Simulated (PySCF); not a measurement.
C$_{2}$H (SMILES [C]#C), doublet, at a GFN2-xTB geometry; PBE0/pcseg-1 (PySCF).

Here is a job for PySCF.
```python
from pyscf import gto, scf, dft

mol = gto.Mole()
mol.atom = '''
    C    -0.00000000   -0.00000000   -0.46866096
    C     0.00000000    0.00000000    0.72327087
    H    -0.00000000   -0.00000000   -1.52765945
'''
mol.basis = 'pcseg-1'
mol.spin = 1
mol.verbose = 4
mol.build()

mf = dft.UKS(mol)
mf.xc = 'pbe0'
mf.damp = 0.5
mf.diis_start_cycle = 5
mf.kernel()
```

It wrote (shortened):

```
PySCF version 2.14.0

[INPUT] verbose = 4
[INPUT] num. atoms = 3
[INPUT] num. electrons = 13
[INPUT] charge = 0
[INPUT] spin (= nelec alpha-beta = 2S) = 1
[INPUT] symmetry False subgroup None
[INPUT] Mole.unit = angstrom
[INPUT] Symbol           X                Y                Z      unit          X                Y                Z       unit  Magmom
[INPUT]  1 C      0.000000000000   0.000000000000  -0.468660960000 AA    0.000000000000   0.000000000000  -0.885640859676 Bohr   0.0
[INPUT]  2 C      0.000000000000   0.000000000000   0.723270870000 AA    0.000000000000   0.000000000000   1.366783858176 Bohr   0.0
[INPUT]  3 H      0.000000000000   0.000000000000  -1.527659450000 AA    0.000000000000   0.000000000000  -2.886857972104 Bohr   0.0

nuclear repulsion = 20.3915075636947
number of shells = 8
number of NR pGTOs = 57
number of NR cGTOs = 33
basis = pcseg-1
ecp = {}

******** <class 'pyscf.dft.uks.UKS'> ********
method = UKS
initial guess = minao
damping factor = 0.5
level_shift factor = 0
DIIS = <class 'pyscf.scf.diis.CDIIS'>
diis_start_cycle = 5
diis_space = 8
diis_damp = 0
SCF conv_tol = 1e-09
SCF conv_tol_grad = None
SCF max_cycles = 50
direct_scf = True
direct_scf_tol = 1e-13
number electrons alpha = 7  beta = 6
XC library pyscf.dft.libxc version 7.1.2
    S. Lehtola, C. Steigemann, M. J. T. Oliveira, and M. A. L. Marques,  SoftwareX 7, 1–5 (2018)
XC functionals = pbe0
    C. Adamo and V. Barone,  J. Chem. Phys. 110, 6158 (1999)
    M. Ernzerhof and G. E. Scuseria,  J. Chem. Phys. 110, 5029 (1999)
radial grids:
    Treutler-Ahlrichs [JCP 102, 346 (1995); DOI:10.1063/1.469408] (M4) radial grids

becke partition: Becke, JCP 88, 2547 (1988); DOI:10.1063/1.454033
pruning grids: <function nwchem_prune>
grids dens level: 3
symmetrized grids: False
atomic radii adjust function: <function treutler_atomic_radii_adjust>
small_rho_cutoff = 0
Set gradient conv threshold to 3.16228e-05
tot grids = 38048
init E= -76.6684865543274

cycle= 1 E= -76.4663959665043  delta_E= 0.202  |g|= 0.209  |ddm|= 1.37
cycle= 2 E= -76.4842056063808  delta_E= -0.0178  |g|= 0.102  |ddm|=  0.2
cycle= 3 E= -76.4887281593714  delta_E= -0.00452  |g|= 0.064  |ddm|= 0.122
cycle= 4 E= -76.4905741218098  delta_E= -0.00185  |g|= 0.039  |ddm|= 0.0715
cycle= 5 E= -76.4888248723103  delta_E= 0.00175  |g|= 0.0763  |ddm|= 0.0895
cycle= 6 E= -76.4778443565265  delta_E= 0.011  |g|= 0.164  |ddm|= 0.173
cycle= 7 E= -76.4920767163581  delta_E= -0.0142  |g|= 0.00457  |ddm|= 0.118
cycle= 8 E= -76.4921666242972  delta_E= -8.99e-05  |g|= 0.00251  |ddm|= 0.0169
cycle= 9 E= -76.4922010925215  delta_E= -3.45e-05  |g|= 0.000678  |ddm|= 0.0161
cycle= 10 E= -76.4922020829087  delta_E= -9.9e-07  |g|= 0.00027  |ddm|= 0.00257
cycle= 11 E= -76.4922021501903  delta_E= -6.73e-08  |g|= 3.18e-05  |ddm|= 0.000518
cycle= 12 E= -76.4922021516817  delta_E= -1.49e-09  |g|= 5.4e-06  |ddm|= 8.62e-05
cycle= 13 E= -76.4922021517256  delta_E= -4.39e-11  |g|= 8.34e-07  |ddm|= 1.57e-05
Extra cycle  E= -76.4922021517262  delta_E= -6.54e-13  |g|= 4.7e-07  |ddm|= 1.72e-06
converged SCF energy = -76.4922021517262  <S^2> = 0.78377978  2S+1 = 2.0334992
```
